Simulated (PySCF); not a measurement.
NMR problem set

- shielding tensors at PBE0/pcSseg-1 (GIAO)
- GFN2-xTB structure
- run in PySCF
- no solvent model, single conformer, relativity neglected, rapidly exchanging positions averaged

Referencing at the same level of theory: 1H (σ = 31.72 ppm) and 13C (σ = 186.93 ppm) vs TMS. Splittings of carbon signals by F and P are missing where no couplings were computed. Where no couplings were computed, multiplicities follow the n + 1 count of equivalent neighbours, and m marks all less simple cases (inequivalent or close neighbours, rings, F or P nearby). Shifts are as computed. Against solution values, carbons near 30 ppm lie about +3 ppm off and those near 130 ppm about +5 ppm. Of 1211 compounds with measured shifts, 218 miss one by over three times the rms of a fit or turn the order of signals round; such compounds aren't used in these exercises.

Question: C$_{8}$H$_{10}$NP. 1H NMR (400 MHz, computed): δ 8.65 (m, 1H), 8.52 (m, 1H), 2.74 (s, 3H), 1.87 (m, 1H), 1.27 (m, 2H), 1.00 (m, 2H). 13C{1H} NMR (computed): δ 171.1, 165.4, 150.3, 149.5, 30.9, 23.6, 15.6. Identify the compound.

Answer: `c1pcc(C)nc1C1CC1`. 7 carbon signals for 8 carbons: some carbons are equivalent by symmetry or fast rotation. Carbon types of the structure: 2 × C, 3 × CH, 2 × CH2, 1 × CH3, which accounts for all hydrogens. δC 171.1, 165.4: substituted aromatic carbon next to a ring nitrogen. δC 150.3, 149.5: aromatic CH. δC 23.6, 15.6: three-membered-ring carbon; carbons of three-membered rings are unusually shielded. δH 8.65, 8.52: hydrogen on an aromatic CH; aromatic region.

The shifts were computed for this structure.

Question: C$_{5}$H$_{11}$N$_{3}$Si. 1H NMR (600 MHz, computed): δ 7.75 (s, 1H), 5.36 (sept, 1H), 2.56 (s, 3H), 0.43 (d, 6H). 13C{1H} NMR (computed): δ 154.5 (C), 146.6 (CH), 15.1 (CH3), 0.1 (CH3). What is it?

Answer: `Cc1nncn1[SiH](C)C`. Rings plus π bonds: 3 (1 ring in the answer). 4 carbon signals for 5 carbons: some carbons are equivalent by symmetry or fast rotation. Carbon types of the structure: 1 × C, 1 × CH, 3 × CH3, leaving 1 H on heteroatoms. δC 154.5: substituted aromatic carbon next to a ring nitrogen. δC 146.6: aromatic CH between two ring heteroatoms. δC 15.1: methyl carbon on an aromatic ring; aliphatic region, no heteroatom directly attached. δH 7.75: hydrogen on an aromatic CH between two ring heteroatoms; the ring current deshields protons in the ring plane.

The shifts were computed for this structure.
